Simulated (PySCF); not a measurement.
**Spin-rotation constants: `C1=CC12[C@@H](O)CC2`, C₆H₈O**

Geometry:
```
atom   x (Å)   y (Å)   z (Å)
  O1   0.882   1.950   0.243
  C2   0.046   0.899   0.640
  C3  -1.357   0.813  -0.013
  C4  -1.085  -0.640  -0.444
  C5   0.343  -0.494   0.077
  C6   1.282  -1.537   0.586
  C7   1.616  -0.972  -0.540
  H8   0.982   1.913  -0.715
  H9   0.024   0.947   1.731
 H10  -1.465   1.504  -0.847
 H11  -2.190   0.951   0.670
 H12  -1.177  -0.836  -1.512
 H13  -1.674  -1.378   0.099
 H14   1.481  -2.236   1.360
 H15   2.289  -0.875  -1.357
```

Level of theory: GIAO KT2/def2-SVP magnetisability, rotational g tensor and spin-rotation constants, non-relativistic, gas phase in PySCF 2.14.0. Geometry: GFN2-xTB.

Task: Give the nuclear spin-rotation constants along the inertial axes (H = +C I·J) beside the isotropic shieldings.

Result: Rotational constants 4.0826, 2.7537, 1.9504 GHz. A star marks the isotopologue with that one atom substituted, in its own axes.
| atom | isotope | Caa (kHz) | Cbb (kHz) | Ccc (kHz) | mean (kHz) | σ (ppm) |
| --- | --- | --- | --- | --- | --- | --- |
| H8 | 1H | -0.562 | -0.372 | 0.028 | -0.302 | 32.0 |
| H9 | 1H | -0.396 | -0.291 | 0.126 | -0.187 | 27.5 |
| H10 | 1H | -0.271 | -0.309 | -0.034 | -0.204 | 30.5 |
| H11 | 1H | -0.236 | -0.202 | -0.083 | -0.174 | 29.4 |
| H12 | 1H | -0.443 | -0.272 | 0.043 | -0.224 | 30.0 |
| H13 | 1H | -0.419 | -0.056 | -0.117 | -0.197 | 29.9 |
| H14 | 1H | -0.002 | -0.328 | 0.030 | -0.100 | 24.5 |
| H15 | 1H | -0.313 | -0.184 | 0.078 | -0.140 | 24.4 |
| O1 | 17O* | -0.487 | -0.298 | -0.195 | -0.327 | 263.0 |
| C2 | 13C* | 0.828 | 0.591 | 0.473 | 0.630 | 117.2 |
| C3 | 13C* | 0.709 | 0.306 | 0.288 | 0.434 | 167.1 |
| C4 | 13C* | 0.494 | 0.419 | 0.310 | 0.408 | 167.2 |
| C5 | 13C* | 0.893 | 0.212 | 0.338 | 0.481 | 159.4 |
| C6 | 13C* | 1.674 | 0.394 | 0.505 | 0.858 | 83.1 |
| C7 | 13C* | 1.445 | 0.472 | 0.536 | 0.818 | 85.6 |

For the geometry as given, no vibrational averaging.
